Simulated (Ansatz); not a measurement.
C₂H₃AlF₂O (`F[CH]1O[CH2][Al]1[F]`). Charge 0, multiplicity 1. Geometry: relaxed with PBE0-D4/def2-TZVP.

```xyz
9

F    -0.782    1.962   -0.244
C    -0.566    0.887    0.619
O    -1.073   -0.290    0.061
C    -0.070   -0.985   -0.729
Al    1.211    0.058    0.327
F     2.782    0.075    0.809
H    -1.123    1.107    1.530
H    -0.197   -2.059   -0.583
H    -0.182   -0.754   -1.791
```

What is the dipole moment at r2SCAN/def2-TZVPP? (Best estimate.)

The calculation gave: 1.46 D, with components (0.63, -1.30, 0.21) D in this frame, pointing from negative to positive charge.

And with PBE, B3LYP, ωB97M-V? (Estimate.)

Ansatz gave: PBE 1.34 D, B3LYP 1.52 D, ωB97M-V 1.57 D.

Give the Mulliken charges with r2SCAN, B3LYP, PBE in def2-TZVPP. (Estimate.)

The calculation gave: 
```json
{"atom": "F1", "r2SCAN": "-0.24", "B3LYP": "-0.25", "PBE": "-0.20"}
{"atom": "C2", "r2SCAN": "0.09", "B3LYP": "0.10", "PBE": "0.06"}
{"atom": "O3", "r2SCAN": "-0.23", "B3LYP": "-0.25", "PBE": "-0.17"}
{"atom": "C4", "r2SCAN": "-0.17", "B3LYP": "-0.19", "PBE": "-0.18"}
{"atom": "Al5", "r2SCAN": "0.66", "B3LYP": "0.57", "PBE": "0.47"}
{"atom": "F6", "r2SCAN": "-0.31", "B3LYP": "-0.31", "PBE": "-0.27"}
{"atom": "H7", "r2SCAN": "0.06", "B3LYP": "0.11", "PBE": "0.09"}
{"atom": "H8", "r2SCAN": "0.07", "B3LYP": "0.11", "PBE": "0.10"}
{"atom": "H9", "r2SCAN": "0.08", "B3LYP": "0.11", "PBE": "0.10"}
```

B3LYP here is the variant with VWN-RPA as its local correlation; programs differ in this.
